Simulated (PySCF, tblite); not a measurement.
Species: C3H11PSi2.
Structure used (GFN2-xTB), in Å, numbered top down from 1:
```xyz
17
C3H11PSi2 angstrom
C     -2.921   -1.204    0.309
Si    -2.106    0.490    0.052
C     -0.248    0.298    0.329
C      0.685    1.143   -0.106
Si     2.530    0.935    0.218
P      2.751   -1.011    1.314
H     -2.560   -1.935   -0.409
H     -2.714   -1.591    1.303
H     -3.999   -1.141    0.198
H     -2.644    1.460    1.016
H     -2.349    0.981   -1.311
H      0.090   -0.566    0.899
H      0.375    2.011   -0.674
H      3.281    0.981   -1.046
H      3.046    1.990    1.100
H      4.132   -1.022    1.257
H      2.643   -1.808    0.189
```

Jobs on this species (17 atoms, 72 electrons) with PySCF (density fitting) and tblite. Hardware of each: one thread of an Arm Neoverse V2, shared host. Times come from a shared host and carry two figures at best.

```csv
level and settings,work,basis functions,SCF cycles,wall time
PBE0/pcSseg-1,"shieldings, charges and field gradients, density and orbital grids written",178,?,?
GFN2-xTB,Hessian by finite differences,–,–,0.56 s
GFN2-xTB,L-BFGS relaxation,–,–,0.88 s
```

**Question.** Fill in the missing figures.

**Answer.** 
- PBE0/pcSseg-1; shieldings, charges and field gradients, density and orbital grids written: 31 s, 14 SCF cycles

**Question.** What do all jobs in the table cost together?

**Answer.** About 32 s; the longest takes about 96 % of that, and about 55 times as long as the shortest.
